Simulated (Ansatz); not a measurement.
`[CH3][In]([NH2])[CH]=O` and `[CH3][In]([NH2])[NH2]` differ in one atom or group.

Ansatz, PBE0-D4/def2-TZVP geometries, multiplicity 1. Each molecule was computed in one conformer, which needn't be the lowest.

Elements past krypton have def2 core potentials.

```json
{"property": "LUMO energy (PBE/def2-TZVPP) / eV", "`[CH3][In]([NH2])[CH]=O`": "-2.70"}
{"property": "HOMO energy (B3LYP/def2-TZVPP) / eV", "`[CH3][In]([NH2])[CH]=O`": "-6.03"}
{"property": "size of the dipole moment (ωB97M-V/def2-TZVPP) / D", "`[CH3][In]([NH2])[CH]=O`": "2.40"}
{"property": "size of the dipole moment (B3LYP/def2-TZVPP) / D", "`[CH3][In]([NH2])[CH]=O`": "2.39"}
{"property": "size of the dipole moment (PBE/def2-TZVPP) / D", "`[CH3][In]([NH2])[CH]=O`": "2.25"}
{"property": "HOMO energy (ωB97M-V/def2-TZVPP) / eV", "`[CH3][In]([NH2])[CH]=O`": "-8.40"}
```

What does the change do to each property? (Best estimate.)

Computed: 
```tsv
property	`[CH3][In]([NH2])[NH2]`	shift
LUMO energy (PBE/def2-TZVPP) / eV	-1.16	1.54
HOMO energy (B3LYP/def2-TZVPP) / eV	-6.22	-0.19
size of the dipole moment (ωB97M-V/def2-TZVPP) / D	1.70	-0.70
size of the dipole moment (B3LYP/def2-TZVPP) / D	1.63	-0.76
size of the dipole moment (PBE/def2-TZVPP) / D	1.50	-0.75
HOMO energy (ωB97M-V/def2-TZVPP) / eV	-8.83	-0.43
```

With PBE0 the HOMO falls by 0.25 eV and the LUMO rises by 1.36 eV, so the gap widens by about 1.61 eV. PBE moves the HOMO by -0.17 eV and ωB97M-V by -0.43 eV. Dipoles are sizes alone; their direction can turn.

B3LYP here is the variant with VWN-RPA as its local correlation; programs differ in this.
